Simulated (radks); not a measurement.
The calcium ion Ca2+, 18 electrons, occupied as [He] 2s2 2p5.75 3s2 3p6 4p0.25 (fractional occupations, a model configuration).

Method: non-relativistic Kohn-Sham, PBE, spin-polarised, spherical densities, point nucleus; open shells are filled with parallel spins first; computed with a radial shooting solver on a logarithmic mesh with Libxc functionals.

Energy parts (hartree):
| part | energy |
|---|---|
| total | -673.53164 |
| kinetic | 672.88907 |
| electron-nucleus | -1581.05690 |
| Hartree | 269.69125 |
| exchange-correlation | -35.05506 |

Orbitals (lengths in bohr, moments of r in powers of bohr; r(90%) holds 90 % of the orbital's charge):
[
 {"orbital": "1s up", "occ.": "1", "eigenvalue (hartree)": "-145.4815", "<r^2>": "0.008037", "r(90%)": "0.138"},
 {"orbital": "1s down", "occ.": "1", "eigenvalue (hartree)": "-145.4580", "<r^2>": "0.008035", "r(90%)": "0.138"},
 {"orbital": "2s up", "occ.": "1", "eigenvalue (hartree)": "-16.03402", "<r^2>": "0.1576", "r(90%)": "0.567"},
 {"orbital": "2s down", "occ.": "1", "eigenvalue (hartree)": "-15.99283", "<r^2>": "0.1578", "r(90%)": "0.568"},
 {"orbital": "2p up", "occ.": "3", "eigenvalue (hartree)": "-13.26719", "<r^2>": "0.1316", "r(90%)": "0.537"},
 {"orbital": "2p down", "occ.": "2.75", "eigenvalue (hartree)": "-13.21972", "<r^2>": "0.1319", "r(90%)": "0.538"},
 {"orbital": "3s up", "occ.": "1", "eigenvalue (hartree)": "-2.38811", "<r^2>": "1.497", "r(90%)": "1.70"},
 {"orbital": "3s down", "occ.": "1", "eigenvalue (hartree)": "-2.38351", "<r^2>": "1.498", "r(90%)": "1.70"},
 {"orbital": "3p up", "occ.": "3", "eigenvalue (hartree)": "-1.69260", "<r^2>": "1.779", "r(90%)": "1.89"},
 {"orbital": "3p down", "occ.": "3", "eigenvalue (hartree)": "-1.68770", "<r^2>": "1.779", "r(90%)": "1.89"},
 {"orbital": "4p up", "occ.": "0.25", "eigenvalue (hartree)": "-0.44090", "<r^2>": "15.95", "r(90%)": "5.50"}
]

The highest occupied level is 4p up at -11.998 eV. Virial ratio -V/T = 2.00095. Spin moment in Bohr magnetons: 0.5. The spin density at the nucleus is -0.0824 e/bohr^3 (1s -0.5134, 2s 0.3769, 3s 0.0541), a Fermi contact field of -4.32 T. The electron density at the nucleus is 5330 e/bohr^3. Summed over all electrons, <r^2> = 18.75 bohr^2, which gives a Langevin (diamagnetic) susceptibility term of -14.8 x 10^-6 cm^3/mol.
